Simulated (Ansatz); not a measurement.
Molecule: C$_{3}$H$_{8}$Si, charge 0, multiplicity 1. SMILES: C(C[SiH3])=C
Geometry from a B3LYP-D3(BJ)/def2-TZVP (Ansatz, an electronic-structure program) optimisation:
```
C
H 1 1.0931
H 1 1.0945 2 107.33
C 1 1.4949 2 110.89 3 -121.08
C 4 1.3283 1 125.48 2 -15.51
H 5 1.0820 4 121.50 1 -178.08
H 5 1.0843 6 116.91 4 179.94
H 4 1.0870 5 118.74 6 -0.32
Si 1 1.8918 2 108.30 3 116.01
H 9 1.4812 1 109.91 2 57.64
H 9 1.4830 10 108.83 1 -120.46
H 9 1.4840 10 109.10 11 -118.46
```
Charge 0, spin multiplicity 1.

Wanted: vertical triplet-singlet gap, E(triplet) - E(singlet), in eV. Terms: spin-orbit terms left out; non-relativistic; dispersion terms only where a functional's name holds one; frozen cores in correlated levels; 6-31G* and kin with 6d, 5d where marked; UHF or UKS for open shells; each state is the SCF solution reached for its charge and spin; 6-311+G** with 5d, 6d on Na to Ar in Ansatz. CBS marks a two-point X^-3 extrapolation of the correlation energy; Hartree-Fock from the larger set. The bracket is a focal-point correction in the basis named. Ab initio and DFT rows: single points at B3LYP-D3(BJ) geometries (Ansatz). Levels can end on unlike triplets.

Coupled cluster (Ansatz) is a level with limits of its own, used here on species with T1 under 0.025 (0.045 for open shells) and stable references: RI-MP2/CBS(aug-cc-pV(T+d)Z,aug-cc-pV(Q+d)Z)+[CCSD(T)-MP2]/aug-cc-pV(T+d)Z.

Value to compare with, RI-MP2/CBS(aug-cc-pV(T+d)Z,aug-cc-pV(Q+d)Z)+[CCSD(T)-MP2]/aug-cc-pV(T+d)Z (Ansatz): 4.51 eV.

```csv
level,program,"vertical triplet-singlet gap, E(triplet) - E(singlet) (eV)",difference
B3LYP/STO-3G,Ansatz,4.97,0.46
B3LYP/3-21G,Ansatz,4.54,0.03
B3LYP/6-31G*,Ansatz,4.39,-0.12
B3LYP/6-311+G**,Ansatz,4.30,-0.21
B3LYP/def2-TZVPD,Ansatz,4.29,-0.22
```

Among the 4 habitual levels, B3LYP/STO-3G lies farthest from RI-MP2/CBS(aug-cc-pV(T+d)Z,aug-cc-pV(Q+d)Z)+[CCSD(T)-MP2]/aug-cc-pV(T+d)Z (Ansatz) (0.46 eV) and B3LYP/3-21G nearest (0.03); 2 of 4 lie above it, and their mean absolute difference is 0.20 eV, the median 0.16. One case shows no general order.

The sets are all those run for this method; left out are runs that failed, that the program found above a lower state of the same kind, or whose <S^2> lies over 0.5 above the pure value.
